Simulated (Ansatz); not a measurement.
Start from `FB[SiH2]Cl` and change one atom or group to get `[SiH3]B[SiH2]Cl`.

Ansatz, PBE0-D4/def2-TZVP geometries, multiplicity 1. Each molecule was computed in one conformer, which needn't be the lowest.

```
                               property  `FB[SiH2]Cl`
    HOMO–LUMO gap (PBE/def2-TZVPP) / eV          3.88
HOMO–LUMO gap (ωB97M-V/def2-TZVPP) / eV         10.35
    HOMO energy (B3LYP/def2-TZVPP) / eV         -7.98
  HOMO–LUMO gap (B3LYP/def2-TZVPP) / eV          5.77
    LUMO energy (B3LYP/def2-TZVPP) / eV         -2.21
   HOMO–LUMO gap (PBE0/def2-TZVPP) / eV          6.18
```

Q: Give the same properties after the change, and the shifts. (Estimate.)

A: Computed: 
```json
{"property": "HOMO–LUMO gap (PBE/def2-TZVPP) / eV", "`[SiH3]B[SiH2]Cl`": "2.75", "shift": "-1.13"}
{"property": "HOMO–LUMO gap (ωB97M-V/def2-TZVPP) / eV", "`[SiH3]B[SiH2]Cl`": "8.98", "shift": "-1.37"}
{"property": "HOMO energy (B3LYP/def2-TZVPP) / eV", "`[SiH3]B[SiH2]Cl`": "-7.81", "shift": "0.17"}
{"property": "HOMO–LUMO gap (B3LYP/def2-TZVPP) / eV", "`[SiH3]B[SiH2]Cl`": "4.53", "shift": "-1.24"}
{"property": "LUMO energy (B3LYP/def2-TZVPP) / eV", "`[SiH3]B[SiH2]Cl`": "-3.28", "shift": "-1.07"}
{"property": "HOMO–LUMO gap (PBE0/def2-TZVPP) / eV", "`[SiH3]B[SiH2]Cl`": "4.89", "shift": "-1.29"}
```

With PBE0 the HOMO rises by 0.16 eV and the LUMO falls by 1.12 eV, so the gap narrows by about 1.28 eV. PBE moves the HOMO by 0.04 eV and ωB97M-V by 0.22 eV. The zero-point energy changes by 55.1 kJ/mol with +9 modes.

B3LYP here is the variant with VWN-RPA as its local correlation; programs differ in this.
